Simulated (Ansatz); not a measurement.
Compare A (`O[SiH2][Se][SiH3]`) with its isomer B (`O[SiH2][SiH2][SeH]`).

Isolated molecules relaxed with PBE0-D4/def2-TZVP in Ansatz; ΔE leaves out vibrations. CCSD(T)/CBS adds triple-zeta CCSD(T) − MP2 to the extrapolated MP2 energy (def2 sets, frozen cores). Functionals use def2-TZVPP. B3LYP here is the variant with VWN-RPA as its local correlation; programs differ in this. For Se outer-core shells are correlated without core-valence functions, which leaves a few kJ/mol of doubt a bond. Scalar relativity is left out up to krypton. One conformer a species, not always the lowest.

(1) Which is lower in electronic energy at CCSD(T)/CBS, and by how much? (Estimate.)

(2) Give E(B) − E(A) in kcal/mol with ωB97M-V, CCSD/def2-TZVPP, PBE0-D4, PBE-D4, B3LYP-D4, CCSD(T)/def2-TZVPP, MP2/def2-TZVPP. (An estimate is asked.)

Largest T1 diagnostic: 0.011.

Answers

(1) Computed: A, by 18.4 kcal/mol.

(2) The calculation gave: ωB97M-V 18.6, CCSD/def2-TZVPP 17.9, PBE0-D4 16.2, PBE-D4 14.8, B3LYP-D4 16.8, CCSD(T)/def2-TZVPP 17.7, MP2/def2-TZVPP 20.2. None reverses the order clearly.

From PBE to PBE0 (25 % exact exchange), in def2-TZVPP and without D4, E(B) − E(A) moves by +1.4 kcal/mol.
